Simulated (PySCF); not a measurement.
# One molecule, a ladder of functionals, a line

Molecule: `[SiH3]C1CC1`, C3H8Si.

Atoms are numbered as in `[SiH3:1][CH:2]1[CH2:3][CH2:4]1`; H(Xn) means a hydrogen on atom n. Ha(C3), Ha(C4) are cis to Si1 on the ring; Hb(C3), Hb(C4) are trans to Si1 on the ring.

GIAO shieldings (ppm, equivalent atoms averaged) in PySCF on the PBE0-D3(BJ)/def2-SVP geometry, basis pcSseg-2, gas phase, non-relativistic:

| functional | exact exchange (%) | σ(Si1) | σ(C3/C4) | σ(C2) |
| --- | --- | --- | --- | --- |
| BLYP | 0 | 370.5 | 169.7 | 182.9 |
| BP86 | 0 | 380.6 | 173.5 | 187.2 |
| PBE | 0 | 382.1 | 173.8 | 187.6 |
| B3LYP | 20 | 382.2 | 174.7 | 188.3 |
| PBE0 | 25 | 396.3 | 179.5 | 193.8 |
| BHandHLYP | 50 | 399.5 | 181.2 | 195.3 |
| HF | 100 | 431.7 | 190.6 | 205.7 |

Q: Fit each shielding as a line in the percentage of exact exchange.

A: σ(Si1) = 377.1 + 0.53 x (rms 4.9 ppm); σ(C3/C4) = 172.5 + 0.18 x (rms 1.6 ppm); σ(C2) = 186.1 + 0.20 x (rms 1.9 ppm). The functionals also differ in their semilocal parts, which the line can't hold; Hartree–Fock has no correlation at all.

Q: What does the line predict for mPW1PW91 (25 %), and what does the run give?

A: σ(Si1): 390.4 predicted, 394.7 computed; σ(C3/C4): 177.0 predicted, 178.7 computed; σ(C2): 191.1 predicted, 193.0 computed ppm.
